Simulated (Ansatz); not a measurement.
C₃H₆O₃, triplet, geometry from GFN2-xTB (a higher spin typed on purpose: for a closed-shell molecule this is an excited state). Base run: R2SCAN/pcseg-1 run with Ansatz (an electronic-structure program).

Here is a job for Ansatz.
Ansatz 0.2 input:
```yaml
crystal:
  periodic: [false, false, false]
  atoms:
    - {symbol: C, position_ang: [1.84417598, -0.21486119, -0.64407116]}
    - {symbol: O, position_ang: [1.12497198, -0.47866482, 0.52247035]}
    - {symbol: C, position_ang: [-0.02993387, 0.32711662, 0.73690745]}
    - {symbol: O, position_ang: [-0.07878555, 1.48154975, 0.19784924]}
    - {symbol: O, position_ang: [-1.08884693, -0.59104353, 0.48242837]}
    - {symbol: C, position_ang: [-1.78851403, -0.39926518, -0.70977666]}
    - {symbol: H, position_ang: [2.06116808, 0.85717789, -0.72547480]}
    - {symbol: H, position_ang: [2.74960368, -0.82047779, -0.58516808]}
    - {symbol: H, position_ang: [1.28174713, -0.51850982, -1.54102116]}
    - {symbol: H, position_ang: [-2.62951586, -1.09353471, -0.68246175]}
    - {symbol: H, position_ang: [-1.16625086, -0.64277602, -1.58529880]}
    - {symbol: H, position_ang: [-2.10983665, 0.64544776, -0.80091696]}
basis:
  gaussian:
    orbitals: pcseg-1.json
hamiltonian:
  xc: r2scan
magnetization: {spin_polarized: true, initial_magnetization: 2}
```
The basis file holds pcseg-1 in the JSON format of the Basis Set Exchange.

Variants of this job, named by their change:

```
change                                                          ΔE vs base (µEh)
--------------------------------------------------------------  ----------------
base                                                                         0.0
fitting.mean_field = cc-pVTZ-JKFIT                                          -116
lower_state_search = off                                                     0.0
fitting.mean_field = def2-universal-JKFIT                                   -157
final_grid = 4, 8, 17                                                      -4466
final_grid = 10, 20, 41                                                     -3.9
point_charge = charge:0.5 position_ang:1.3998, 2.2283, -5.594               2360
lower_state_search = light                                                   0.0
accuracy = high                                                              5.6
point_charge = charge:-1.0 position_ang:3.596, 2.9194, -3.8917             -6695
lower_state_search = full                                                    0.0
```
